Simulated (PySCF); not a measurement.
Compound: perfluoropropionyl chloride, C3ClF5O.
Atom-mapped SMILES: `[O:1]=[C:2]([Cl:3])[C:4]([F:5])([F:6])[C:7]([F:8])([F:9])[F:10]`

The same species was optimised twice, with GFN2-xTB and with PBE0-D3(BJ)/def2-SVP (PySCF), and the same property calculations (PySCF, gas phase) were run on both structures.

```
     coordinate  GFN2-xTB  PBE0-D3(BJ)/def2-SVP  change
     C2–Cl3 (Å)     1.723                 1.747  +0.024
      C4–C7 (Å)     1.561                 1.545  -0.016
      C4–F5 (Å)     1.346                 1.334  -0.012
      C4–F6 (Å)     1.345                 1.335  -0.010
     C7–F10 (Å)     1.333                 1.325  -0.008
      C2–C4 (Å)     1.553                 1.548  -0.005
      C7–F9 (Å)     1.325                 1.321  -0.004
      C7–F8 (Å)     1.329                 1.325  -0.004
      O1=C2 (Å)     1.181                 1.179  -0.002
   F5–C4–F6 (°)     107.2                 109.5    +2.3
   C4–C7–F9 (°)     111.6                 109.6    -2.0
   C2–C4–F5 (°)     109.9                 108.0    -1.9
   C2–C4–C7 (°)     110.3                 112.1    +1.8
  Cl3–C2–C4 (°)     111.7                 113.1    +1.4
   C4–C7–F8 (°)     110.7                 109.5    -1.2
  F8–C7–F10 (°)     107.8                 109.0    +1.2
   C2–C4–F6 (°)     112.1                 111.0    -1.1
O1–C2–C4–F5 (°)       -32                   -24      +8
C2–C4–C7–F8 (°)       -58                   -56      +2
```

Rotational constants: A = 1657, B = 928.9, C = 882.5 MHz (GFN2-xTB) against A = 1668, B = 946.3, C = 875.5 MHz (PBE0-D3(BJ)/def2-SVP). Point groups within 0.08 Å: C1 and C1.

On the GFN2-xTB structure: HOMO (eV) -9.61 [PBE0/pcSseg-1]; LUMO (eV) -2.50 [PBE0/pcSseg-1]; dipole (D) 0.98 [PBE0/pcSseg-1]; GIAO shielding of O1 (ppm) -295.4 [PBE0/pcSseg-1]; GIAO shielding of C2 (ppm) 11.5 [PBE0/pcSseg-1]; GIAO shielding of Cl3 (ppm) 482.0 [PBE0/pcSseg-1]; GIAO shielding of C4 (ppm) 71.9 [PBE0/pcSseg-1]; GIAO shielding of F5/F6 (mean) (ppm) 306.3 [PBE0/pcSseg-1]; GIAO shielding of C7 (ppm) 59.8 [PBE0/pcSseg-1]; GIAO shielding of F8/F9/F10 (mean) (ppm) 263.9 [PBE0/pcSseg-1].

Question: What do these properties become on the PBE0-D3(BJ)/def2-SVP structure?

Answer: 
```
                                    property          level  on GFN2-xTB  on PBE0-D3(BJ)/def2-SVP  change
                                   HOMO (eV)  PBE0/pcSseg-1        -9.61                    -9.58   +0.03
                                   LUMO (eV)  PBE0/pcSseg-1        -2.50                    -2.45   +0.05
                                  dipole (D)  PBE0/pcSseg-1         0.98                     0.93   -0.05
energy, GFN2-xTB geometry as zero (kcal/mol)  PBE0/pcSseg-1          0.0                     -1.0    -1.0
                  GIAO shielding of O1 (ppm)  PBE0/pcSseg-1       -295.4                   -298.7    -3.3
                  GIAO shielding of C2 (ppm)  PBE0/pcSseg-1         11.5                     10.7    -0.8
                 GIAO shielding of Cl3 (ppm)  PBE0/pcSseg-1        482.0                    475.8    -6.2
                  GIAO shielding of C4 (ppm)  PBE0/pcSseg-1         71.9                     74.2    +2.3
        GIAO shielding of F5/F6 (mean) (ppm)  PBE0/pcSseg-1        306.3                    314.1    +7.8
                  GIAO shielding of C7 (ppm)  PBE0/pcSseg-1         59.8                     61.6    +1.8
    GIAO shielding of F8/F9/F10 (mean) (ppm)  PBE0/pcSseg-1        263.9                    269.9    +6.0
```

The heavy atoms differ by 0.077 Å rms after alignment. Among bonds between heavy atoms C2–Cl3 changes most (+0.024 Å). Changes are differences of the printed values. Neither structure is proved a minimum here.

The values belong to the conformer `[O:1]=[C:2]([Cl:3])[C:4]([F:5])([F:6])[C:7]([F:8])([F:9])[F:10]`: O1–C2–C4–F5 -24°, C2–C4–C7–F8 -56°.
